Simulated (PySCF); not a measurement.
Numbering as in the mapped SMILES `[CH3:1][CH:2]1[CH2:3][SiH2:4][CH2:5]1` (H(Xn): hydrogen on atom n). Ha(C3), Ha(Si4), Ha(C5) are cis to C1 on the ring; Hb(C3), Hb(Si4), Hb(C5) are trans to C1 on the ring.

Geometry: PBE0-D3(BJ)/def2-SVP; GIAO shifts from PySCF 2.14, gas phase, non-relativistic, averaged over equivalent atoms.

At PBE0/def2-SVP (124 basis functions, 11 s wall time on 1 thread of an Arm Neoverse V1, shared host):
| atoms | δ (ppm) |
| --- | --- |
| C2 | 31.1 |
| C1 | 26.9 |
| C3/C5 | 17.0 |
| Si4 | -42.7 |
| Ha(Si4) | 4.72 |
| Hb(Si4) | 4.60 |
| H(C2) | 2.20 |
| Hb(C3)/Hb(C5) | 1.05 |
| H(C1) | 1.02 |
| Ha(C3)/Ha(C5) | 0.73 |

Chemical shifts δ = σref − σ; TMS for 13C (193.72 ppm), 29Si (407.17 ppm), 1H (31.34 ppm), all at this level.

Problem. Predict the values at PBE0/aug-cc-pVDZ on the same geometry.

Solution. 
```
        atoms  δ at PBE0/aug-cc-pVDZ  change
           C2                   35.5    +4.4
           C1                   27.4    +0.5
        C3/C5                   18.2    +1.2
          Si4                  -41.9    +0.8
      Ha(Si4)                   4.90   +0.18
      Hb(Si4)                   4.72   +0.12
        H(C2)                   2.55   +0.35
Hb(C3)/Hb(C5)                   1.26   +0.21
        H(C1)                   1.18   +0.16
Ha(C3)/Ha(C5)                   0.90   +0.17
```

Referencing at the same level of theory: TMS for 13C (σ = 195.12 ppm) and 29Si (σ = 416.72 ppm) and 1H (σ = 31.39 ppm).

The largest change is at C2 (sp3 CH in a ring). Cost: 209 basis functions, 26 s wall time on 1 thread of an Arm Neoverse V1, shared host. The order of the carbon signals is the same at both levels.
